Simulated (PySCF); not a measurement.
Al(Cl)(F)(SMe) (CH₃AlClFS), SMILES [Cl][Al]([F])[S]C.

Coordinates come from a PBE0-D3(BJ)/def2-SVP optimisation. The structure was generated by enumeration; whether it is a known compound was not checked. The values are those of a single conformer.

Method: PySCF with C-PCM-ωB97X/def2-SVP.

The values are the electrostatic part of the solvation free energy, E(continuum) − E(gas) at the gas-phase geometry, in a cavity of scaled van der Waals radii (PySCF's table); cavitation and dispersion terms are not included. A continuum can't describe solvent molecules that bind to the metal. In vacuum the orbital gap is 11.13 eV. The dipole moment in vacuum is 1.79 D.

Computed values in water (ε = 78.36), dichloromethane (ε = 8.93), dimethylsulfoxide (ε = 46.83):
```json
[
 {"solvent": "water", "ε": "78.36", "ΔG(elec) (kcal/mol)": "-7.0", "dipole (D)": "2.13", "gap (eV)": "11.31"},
 {"solvent": "dichloromethane", "ε": "8.93", "ΔG(elec) (kcal/mol)": "-6.2", "dipole (D)": "2.09", "gap (eV)": "11.29"},
 {"solvent": "dimethylsulfoxide", "ε": "46.83", "ΔG(elec) (kcal/mol)": "-6.9", "dipole (D)": "2.13", "gap (eV)": "11.31"}
]
```
